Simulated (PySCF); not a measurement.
water (H2O), SMILES O.

Geometry: PBE0-D3(BJ)/def2-TZVPD.

Two levels are set side by side: PBE/def2-TZVPD (PySCF) and M06-2X/def2-TZVPD (PySCF). Same geometry, gas phase. Differences are taken from unrounded values.

| quantity | M06-2X |
|---|---|
| orbital gap (eV) | 11.33 |
| highest occupied level (eV) | -10.97 |
| lowest empty level (eV) | 0.36 |
| dipole moment (D) | 1.89 |
| mean polarisability (bohr³) | 9.4 |

Question: What does PBE give, and how far is it from M06-2X? (An estimate is asked for; the answer gives what the named calculation found.)

Answer: 
```csv
quantity,PBE,PBE minus M06-2X
orbital gap (eV),6.60,-4.73
highest occupied level (eV),-7.23,3.74
lowest empty level (eV),-0.63,-0.99
dipole moment (D),1.79,-0.09
mean polarisability (bohr³),10.3,1.0
```

Without exact exchange PBE keeps part of each electron's self-repulsion, which lifts occupied levels and narrows the gap. Loosely held outer electrons make PBE densities more polarisable. Differences between two approximate levels are no errors against the true value.

Rough cost on one machine, each run with all the roots and properties that it gave: M06-2X against PBE about 3 times.
